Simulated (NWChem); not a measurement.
**Atomisation of C₂H₇NOSi**

```
N
C 1 1.2632
O 2 1.3412 1 121.93
H 2 1.1064 1 125.61 3 180.00
C 1 1.4425 2 119.96 4 0.00
H 5 1.1033 1 109.93 2 121.55
H 5 1.1033 6 106.48 1 -119.04
H 5 1.1089 6 108.11 7 -115.97
Si 3 1.7132 2 119.46 4 180.00
H 9 1.4858 3 111.22 2 -62.49
H 9 1.4858 10 111.54 3 -124.79
H 9 1.4862 10 109.94 11 -122.22
```
Charge 0, spin multiplicity 1.

Everything below was run with NWChem. Structure: optimised with B3LYP/def2-SVP, a minimum by its harmonic frequencies. It is one conformer; others weren't searched.

Basis set: def2-SVP. The atomisation energy is electronic alone: no zero-point, thermal, spin-orbit or counterpoise terms. No value is extrapolated to the basis-set limit. Free atoms are single determinants with multiplicities C 3, N 4, O 3, Si 3, H 2.

B3LYP has NWChem's definition, with VWN1-RPA local correlation. The structure started from a generated list of species. No SCF solution was tested for a lower state. Open-shell Hartree-Fock references start from PBE0 orbitals.

Task: One of these methods gave an atomisation energy of 770.3 kcal/mol. Which?
A. BLYP
B. BP86
C. PBE0
D. HF

Result: D, HF. The others give 1074.7 (PBE0), 1109.6 (BP86), 1073.1 (BLYP).
